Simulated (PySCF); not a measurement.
GaP (SMILES [P]=[Ga]), triplet, geometry from GFN2-xTB (such geometries of metal compounds can be far from the true shape); B3LYP/def2-SV(P) (PySCF).

Input for PySCF:
```python
from pyscf import gto, scf, dft

mol = gto.Mole()
mol.atom = '''
    Ga   -0.000000   -0.000000   -0.746695
    P     0.000000    0.000000    1.543169
'''
mol.basis = 'def2-sv(p)'
mol.charge = 0
mol.spin = 2
mol.verbose = 4
mol.build()

mf = dft.UKS(mol)
mf.xc = 'b3lyp'
mf.kernel()
```

### Question
What does PySCF print? Leave out banner, timings and long lists.

### Answer

```
PySCF version 2.14.0

[INPUT] verbose = 4
[INPUT] num. atoms = 2
[INPUT] num. electrons = 46
[INPUT] charge = 0
[INPUT] spin (= nelec alpha-beta = 2S) = 2
[INPUT] symmetry False subgroup None
[INPUT] Mole.unit = angstrom
[INPUT] Symbol           X                Y                Z      unit          X                Y                Z       unit  Magmom
[INPUT]  1 Ga     0.000000000000   0.000000000000  -0.746695000000 AA    0.000000000000   0.000000000000  -1.411049048582 Bohr   0.0
[INPUT]  2 P      0.000000000000   0.000000000000   1.543169000000 AA    0.000000000000   0.000000000000   2.916166773919 Bohr   0.0

nuclear repulsion = 107.459396312532
number of shells = 20
number of NR pGTOs = 110
number of NR cGTOs = 50
basis = def2-sv(p)
ecp = {}

******** <class 'pyscf.dft.uks.UKS'> ********
method = UKS
initial guess = minao
damping factor = 0
level_shift factor = 0
DIIS = <class 'pyscf.scf.diis.CDIIS'>
diis_start_cycle = 1
diis_space = 8
diis_damp = 0
SCF conv_tol = 1e-09
SCF conv_tol_grad = None
SCF max_cycles = 50
direct_scf = True
direct_scf_tol = 1e-13
number electrons alpha = 24  beta = 22
XC library pyscf.dft.libxc version 7.1.2
    S. Lehtola, C. Steigemann, M. J. T. Oliveira, and M. A. L. Marques,  SoftwareX 7, 1–5 (2018)
XC functionals = b3lyp
    P. J. Stephens, F. J. Devlin, C. F. Chabalowski, and M. J. Frisch,  J. Phys. Chem. 98, 11623 (1994)
radial grids:
    Treutler-Ahlrichs [JCP 102, 346 (1995); DOI:10.1063/1.469408] (M4) radial grids

becke partition: Becke, JCP 88, 2547 (1988); DOI:10.1063/1.454033
pruning grids: <function nwchem_prune>
grids dens level: 3
symmetrized grids: False
atomic radii adjust function: <function treutler_atomic_radii_adjust>
small_rho_cutoff = 0
Set gradient conv threshold to 3.16228e-05
tot grids = 40088
init E= -2265.31715220992

cycle= 1 E= -2265.79256025481  delta_E= -0.475  |g|= 0.351  |ddm|= 1.17
cycle= 2 E= -2265.39565508895  delta_E= 0.397  |g|= 0.773  |ddm|= 1.29
cycle= 3 E= -2265.83290503161  delta_E= -0.437  |g|= 0.14  |ddm|= 1.15
cycle= 4 E= -2265.8507435654  delta_E= -0.0178  |g|= 0.037  |ddm|= 0.289
cycle= 5 E= -2265.8522849888  delta_E= -0.00154  |g|= 0.00531  |ddm|= 0.0591
cycle= 6 E= -2265.8523368479  delta_E= -5.19e-05  |g|= 0.00165  |ddm|= 0.0148
cycle= 7 E= -2265.85234527979  delta_E= -8.43e-06  |g|= 0.00067  |ddm|= 0.00663
cycle= 8 E= -2265.85234786722  delta_E= -2.59e-06  |g|= 0.000335  |ddm|= 0.00434
cycle= 9 E= -2265.85234854019  delta_E= -6.73e-07  |g|= 8.57e-05  |ddm|= 0.0027
cycle= 10 E= -2265.85234857871  delta_E= -3.85e-08  |g|= 1.88e-05  |ddm|= 0.000651
cycle= 11 E= -2265.85234858012  delta_E= -1.41e-09  |g|= 7.22e-06  |ddm|= 0.000115
cycle= 12 E= -2265.85234858022  delta_E= -9.87e-11  |g|= 1.95e-06  |ddm|= 3.29e-05
Extra cycle  E= -2265.85234858021  delta_E= 7.28e-12  |g|= 3.18e-06  |ddm|= 8.81e-06
converged SCF energy = -2265.85234858021  <S^2> = 2.0100145  2S+1 = 3.0066689
```
